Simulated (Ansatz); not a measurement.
Species: C$_{5}$H$_{4}$F, net charge 0, doublet state. It need not be the lowest isomer of its formula. SMILES: FC1=C[C]=CC1
Structure (B3LYP-D3(BJ)/def2-TZVP (Ansatz, a program for electronic structure) minimum search):
```xyz
10

F      1.0313     1.7048    -0.1292
C      0.4259     0.5153    -0.0405
C      1.0164    -0.6856     0.0337
C     -0.0901    -1.6279     0.1120
C     -1.2982    -1.0774     0.0899
C     -1.0681     0.4242    -0.0153
H      2.0705    -0.9070     0.0354
H     -2.2702    -1.5404     0.1338
H     -1.4874     0.9663     0.8383
H     -1.5099     0.8463    -0.9235
```
Charge 0, spin multiplicity 2.

Atomisation energy built up term by term with Ansatz (kcal/mol; UHF references for open shells; valence terms freeze the core; atomic spin-orbit terms are left out). CBS(X,Y): correlation extrapolated as X^-3; Hartree-Fock from the larger set.

The UHF reference is spin-contaminated (<S^2> 0.48 over the pure value in the largest basis). 

```
term                                          basis    kcal/mol
-----------------------  --------------------------  ----------
Hartree-Fock                                cc-pVQZ      777.41
CCSD correlation               CBS(cc-pVTZ,cc-pVQZ)  (withheld)
(T)                            CBS(cc-pVTZ,cc-pVQZ)  (withheld)
core correlation                          cc-pwCVTZ        5.60
scalar relativity (X2C)  cc-pVTZ-DK against cc-pVTZ       -1.01
sum: De                                              (withheld)
```

Q: Fill in the missing entries.

A: 
- CCSD correlation, kcal/mol: 260.40
- (T), kcal/mol: 23.72
- sum: De, kcal/mol: 1066.1
